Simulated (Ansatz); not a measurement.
A made-up structure of H2SeSO, singlet:

```csv
atom,x (Å),y (Å),z (Å)
S1,-1.2495,-1.1408,0.3474
O2,0.1135,-0.4079,0.8165
Se3,1.5763,0.6498,0.5445
H4,-1.6985,-0.5292,-0.9040
H5,1.2582,1.4281,-0.8043
```

It is relaxed with PBE-D4/def2-SVP and then PBE0-D4/def2-TZVP (Ansatz 0.2.0). Atoms count as bonded within 1.22 times the sum of their covalent radii (H–H: 0.88 Å). The end point is not checked to be a true minimum.

(1) Does its bonding change? (A judgement: the text doesn't fix the answer.)

## Answers

(1) By the calculation: No: no bond forms or breaks.

Where it ends: The first stage lowers the energy by 1.24 eV in 9 steps. It ends as H₂SeSO ([SH][O][SeH]):
S1  (-0.978, -1.219, 0.168)
O2  (-0.115, -0.048, 0.953)
Se3  (1.551, 0.371, 0.337)
H4  (-1.538, -0.443, -0.785)
H5  (1.080, 1.339, -0.673)
(Å)

Labels in which every atom is bracketed show which atoms are joined, not bond orders.

For scale, one of the runs: PBE0-D4/def2-TZVP relaxation, 128 basis functions, launched by `ansatz run in.yaml --threads 2 --pin off --events-out ev --progress --plain --max-ram 4352MiB`. The run took about 19 s on 2 CPU threads of an Arm Neoverse V2 (shared host).
